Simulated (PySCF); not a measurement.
Highest orbital energy against ionisation energy along the 4p block

Calculated with PySCF 2.14, no spin-orbit coupling. Each cell gives −ε(HOMO) / ΔSCF in eV; NIST values include spin-orbit coupling, (s) semi-empirical, (t) theoretical.

| species | UHF | LDA | PBE | PBE0 | r2SCAN | NIST (lowest levels) |
| --- | --- | --- | --- | --- | --- | --- |
| Ga⁺ (x2c-QZVPPall, spin-free X2C) | 19.035 / 18.750 | 16.652 / 21.166 | 16.329 / 20.790 | 17.218 / 20.443 | 16.610 / 20.525 | 20.515 |
| Ge⁺ (x2c-QZVPPall, spin-free X2C) | 15.583 / 15.257 | 11.712 / 15.907 | 11.705 / 15.777 | 12.825 / 15.808 | 12.090 / 15.984 | 15.935 |
| As⁺ (x2c-QZVPPall, spin-free X2C) | 18.447 / 17.979 | 14.047 / 18.661 | 14.019 / 18.502 | 15.295 / 18.556 | 14.453 / 18.724 | 18.589 |
| Se⁺ (x2c-QZVPPall, spin-free X2C) | 21.428 / 20.837 | 16.441 / 21.467 | 16.403 / 21.300 | 17.848 / 21.393 | 16.921 / 21.579 | 21.196 ± 0.01 |
| Br⁺ (x2c-QZVPPall, spin-free X2C) | 21.098 / 20.239 | 16.621 / 21.663 | 16.508 / 21.375 | 17.913 / 21.384 | 16.887 / 21.455 | 21.591 |
| Kr⁺ (x2c-QZVPPall, spin-free X2C) | 24.214 / 23.227 | 19.175 / 24.622 | 19.038 / 24.304 | 20.603 / 24.342 | 19.463 / 24.422 | 24.360 |

**Question.** How far is −ε(HOMO) from ΔSCF on average for each method, and why?

**Answer.** UHF 0.59 eV; LDA -4.81 eV; PBE -4.67 eV; PBE0 -3.37 eV; r2SCAN -4.38 eV. Hartree-Fock orbital energies lack relaxation and so exceed the ΔSCF value; semilocal functionals have convex E(N) from self-interaction, so their HOMO lies far too high; exact exchange moves hybrids part of the way back.
